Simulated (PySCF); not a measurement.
**`O=C[C@@H](F)[C@H]1O[C@@H]1F`, C₄H₄F₂O₂**

Molfile (atoms numbered from 1):
```
C4H4F2O2
     RDKit          3D

 12 12  0  0  0  0  0  0  0  0999 V2000
    2.1744   -0.8380    1.2153 O   0  0  0  0  0  0  0  0  0  0  0  0
    1.8300   -0.6277    0.0925 C   0  0  0  0  0  0  0  0  0  0  0  0
    0.7458    0.3645   -0.2929 C   0  0  1  0  0  0  0  0  0  0  0  0
    0.3755    0.1397   -1.5984 F   0  0  0  0  0  0  0  0  0  0  0  0
   -0.4478    0.2732    0.6434 C   0  0  1  0  0  0  0  0  0  0  0  0
   -1.4390    1.2684    0.5518 O   0  0  0  0  0  0  0  0  0  0  0  0
   -1.7983    0.0128    0.1456 C   0  0  2  0  0  0  0  0  0  0  0  0
   -2.6588   -0.6509    0.9453 F   0  0  0  0  0  0  0  0  0  0  0  0
    2.2755   -1.1323   -0.7815 H   0  0  0  0  0  0  0  0  0  0  0  0
    1.1653    1.3820   -0.2588 H   0  0  0  0  0  0  0  0  0  0  0  0
   -0.1925   -0.0352    1.6539 H   0  0  0  0  0  0  0  0  0  0  0  0
   -2.0291   -0.1572   -0.9008 H   0  0  0  0  0  0  0  0  0  0  0  0
  1  2  2  0
  2  3  1  0
  3  4  1  0
  3  5  1  0
  5  6  1  0
  6  7  1  0
  7  8  1  0
  7  5  1  0
  2  9  1  0
  3 10  1  6
  5 11  1  1
  7 12  1  6
M  END
```

Level of theory: PySCF 2.14.0, TDDFT PBE0/def2-SVPD circular dichroism and optical rotation, one conformer, gas phase. Geometry: GFN2-xTB.

The molecule is flexible and this is one conformer; a measurement averages over conformers. States above about 8.4 eV (minus the energy of the highest occupied orbital) lie near or above the ionisation threshold and depend on the basis.

**Question.** Assign R or S to each stereocentre.

**Answer.** C3 S, C5 R, C7 R.

**Question.** Which excitations and rotatory strengths does the calculation give?

**Answer.** Rotatory strengths R in 10⁻⁴⁰ esu² cm², velocity form and length form (origin at the centre of mass); f in length form.
```csv
state,E (eV),λ (nm),f,R (velocity),R (length),main
1,4.21,294,0.0003,-3.9,-4.9,HOMO→LUMO 0.96
2,6.20,200,0.017,+1.4,+1.4,HOMO−1→LUMO 0.98
3,6.70,185,0.009,-2.7,-2.6,HOMO−2→LUMO 0.97
4,7.79,159,0.010,-11.0,-11.2,HOMO→LUMO+1 0.93
5,7.96,156,0.010,-5.1,-5.4,"HOMO→LUMO+2 0.82, HOMO−3→LUMO 0.08"
6,8.06,154,0.018,-16.0,-16.1,"HOMO−3→LUMO 0.53, HOMO−4→LUMO 0.16"
7,8.35,148,0.023,+2.1,+1.9,"HOMO−4→LUMO 0.32, HOMO−3→LUMO 0.27"
8,8.46,147,0.060,+16.4,+16.9,HOMO→LUMO+3 0.83
9,8.54,145,0.050,-18.1,-16.8,"HOMO−1→LUMO+1 0.78, HOMO−1→LUMO+2 0.08"
10,8.73,142,0.053,-3.3,-2.6,"HOMO→LUMO+4 0.68, HOMO→LUMO+5 0.20"
11,8.77,141,0.002,+10.1,+10.1,"HOMO−5→LUMO 0.45, HOMO−4→LUMO 0.43"
12,8.84,140,0.009,-26.9,-27.0,"HOMO→LUMO+5 0.58, HOMO→LUMO+4 0.09"
13,8.99,138,0.002,+2.4,+2.6,"HOMO−1→LUMO+2 0.54, HOMO→LUMO+5 0.10"
14,9.08,137,0.013,-6.6,-6.6,"HOMO−2→LUMO+1 0.35, HOMO−1→LUMO+3 0.31"
15,9.11,136,0.016,-16.4,-16.3,"HOMO−1→LUMO+3 0.46, HOMO−1→LUMO+2 0.16"
16,9.21,135,0.014,+9.8,+10.2,"HOMO→LUMO+6 0.60, HOMO−2→LUMO+1 0.14"
```

Among the states computed, the strongest CD band (largest |R|) is state 12. The largest dissymmetry factor in size, g = 4R/(D+G), with D and G the electric and magnetic dipole strengths, is -0.091 for state 1 (velocity form, f = 0.0003), among bands with |R| over 0.5. The mirror image has the same energies and oscillator strengths and all R with the opposite sign.
